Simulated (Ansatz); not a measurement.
C$_{9}$H$_{21}$P (`CP(C(C)(C)C)C(C)(C)C`), 31 atoms. Charge 0, multiplicity 1. Hardware: A = 4 threads of an AMD EPYC 7R13 on a shared host and a share of an NVIDIA H100 80 GB; B = 4 threads of an AMD EPYC 7R13 on a shared host. Correlated methods freeze the cores.

Task: How many basis functions does each run have, and how long does it take in Ansatz? RKS PBE0-D4/def2-TZVP relaxation (6 steps) [A]; RKS ωB97M-V/def2-SVP energy [B]; RKS HSE06 (plane-wave form)-D4/def2-TZVPP energy [A]; RKS ωB97M-V/def2-QZVPP energy [A]; RKS PBE0-D4/def2-SVP energy [B]; RHF-CCSD(T)/def2-SVP energy [A]; RKS PBE0-D4/def2-QZVPP energy [A]; RKS BLYP-D4/def2-TZVPP energy [A]; RKS ωB97X-V/def2-TZVPP energy [A]; RHF-CCSD(T)/def2-TZVPP energy [A]; RKS PBE-QIDH (frozen core)/def2-TZVPP energy [A]; direct RPA on PBE orbitals/def2-TZVPP energy [A]. (Estimate.)

Result: Ansatz gave: Other jobs shared the machine, so times are rough.

| level | job | functions | wall time | peak host memory (GiB) |
| --- | --- | --- | --- | --- |
| RKS BLYP-D4/def2-TZVPP | energy [A] | 615 | 2.4 s | 1.2 |
| RKS HSE06 (plane-wave form)-D4/def2-TZVPP | energy [A] | 615 | 3.5 s | 1.8 |
| RKS PBE-QIDH (frozen core)/def2-TZVPP | energy [A] | 615 | 4.2 s | 4.2 |
| RHF-CCSD(T)/def2-SVP | energy [A] | 249 | 4.2 s | 1.8 |
| direct RPA on PBE orbitals/def2-TZVPP | energy [A] | 615 | 4.3 s | 4.2 |
| RKS ωB97X-V/def2-TZVPP | energy [A] | 615 | 4.4 s | 1.8 |
| RKS PBE0-D4/def2-QZVPP | energy [A] | 1213 | 4.7 s | 1.9 |
| RKS PBE0-D4/def2-SVP | energy [B] | 249 | 6 s | 1.8 |
| RKS ωB97M-V/def2-QZVPP | energy [A] | 1213 | 7.5 s | 2.1 |
| RKS PBE0-D4/def2-TZVP | relaxation (6 steps) [A] | 442 | 15 s | 1.1 |
| RKS ωB97M-V/def2-SVP | energy [B] | 249 | 16 s | 1.8 |
| RHF-CCSD(T)/def2-TZVPP | energy [A] | 615 | 3.6 min | 4 |
